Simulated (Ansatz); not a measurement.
Species: C4H8, charge 0, singlet. C4H8 ((Z)-but-2-ene, SMILES C/C=C\C).
B3LYP-D3(BJ)/def2-TZVP minimum from Ansatz (a quantum-chemistry and plane-wave program):
```
C
C 1 1.3313
H 2 1.0864 1 117.29
H 1 1.0864 2 117.29 3 0.00
C 1 1.4973 4 115.04 2 -180.00
H 5 1.0888 1 112.90 4 -180.00
H 5 1.0940 6 107.86 1 -122.64
H 5 1.0940 6 107.86 7 -114.73
C 2 1.4973 3 115.04 1 180.00
H 9 1.0888 2 112.90 3 -180.00
H 9 1.0940 10 107.86 6 122.64
H 9 1.0940 10 107.86 11 114.73
```

Atomisation energy term by term, kcal/mol (programs: Ansatz). Open shells are spin-unrestricted; no spin-orbit coupling. Correlated methods leave the cores frozen. Rows without X2C or -DK are non-relativistic. CBS(X,Y): correlation extrapolated as X^-3, Hartree-Fock from the larger set. A bracket is a step between two methods taken in the basis named. '+ core + X2C': CCSD(T) terms for core correlation (cc-pwCVTZ) and scalar relativity (cc-pVTZ-DK). Where a partner has so few electrons that a lower coupled-cluster level is exact, that level stands in.

```csv
term,basis,kcal/mol
Hartree-Fock,cc-pVQZ,880.09
CCSD correlation,"CBS(cc-pVTZ,cc-pVQZ)",258.56
(T),"CBS(cc-pVTZ,cc-pVQZ)",15.31
CCSDT(Q) - CCSD(T),cc-pVDZ,0.54
core correlation,cc-pwCVTZ,4.61
scalar relativity,"X2C, cc-pVTZ-DK",-0.72
sum: De,,1158.4
```
